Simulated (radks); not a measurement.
Eu29+, 34 electrons, occupied as [Ar] 3d10 4s2 4p4. All-electron calculation, Dirac Kohn-Sham, relativistic LDA (MacDonald-Vosko exchange, VWN5 correlation), spin-unpolarised, spherical densities, finite nucleus; open shells fill j = l - 1/2 first; Fermi nuclear charge, rms radius 5.1115 fm. Program: a radial shooting solver on a logarithmic mesh with Libxc functionals.

Spin-orbit splittings of the eigenvalues, e(l+1/2) - e(l-1/2), with zeta = 2 splitting/(2l+1) and mean radii in bohr:

| shell | occ. | splitting (eV) | zeta (eV) | <r> j=l-1/2 | <r> j=l+1/2 |
|---|---|---|---|---|---|
| 2p | 6 | 642.1 | 428.0 | 0.07920 | 0.08588 |
| 3p | 6 | 134.7 | 89.81 | 0.2362 | 0.2485 |
| 3d | 10 | ? | ? | 0.2195 | 0.2233 |
| 4p | 4 | 40.17 | 26.78 | 0.5108 | 0.5292 |

Estimate the 3d splitting.

Answer. 29.85 eV (zeta = 11.94 eV).
